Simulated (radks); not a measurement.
Results of a calculation; reference values are marked as such.
The mean radii <r> (bohr) of the occupied orbitals of an atom or ion are listed with their occupations. Level of theory: Dirac Kohn-Sham, PBE, spin-unpolarised, spherical densities, point nucleus (a radial shooting solver on a logarithmic mesh with Libxc functionals).

orbital     occ.      <r>
1s1/2          2  0.01898
2s1/2          2  0.07976
2p1/2          2  0.06611
2p3/2          4  0.07384
3s1/2          2   0.2080
3p1/2          2   0.1980
3p3/2          4   0.2123
3d3/2          4   0.1862
3d5/2          6   0.1906
4s1/2          2   0.4630
4p1/2          2   0.4679
4p3/2          4   0.4981
4d3/2          4   0.5106
4d5/2          6   0.5202
4f5/2    4.28571   0.5481
4f7/2    5.71429   0.5529

Name the element and its charge. Open shells, if any, are shared by 2j + 1.

Answer. Z = 72, hafnium, charge +16: Hf16+ in [Kr] 4d10 4f10. The 1s radius gives Z: for a bare nucleus <r> = (2 gamma + 1)/(2Z) with gamma = sqrt(1 - (Z/c)^2), 0.01876 bohr for Z = 72, and screening makes it slightly larger (0.01898 here). The occupations add up to 56, and the charge is Z minus that.
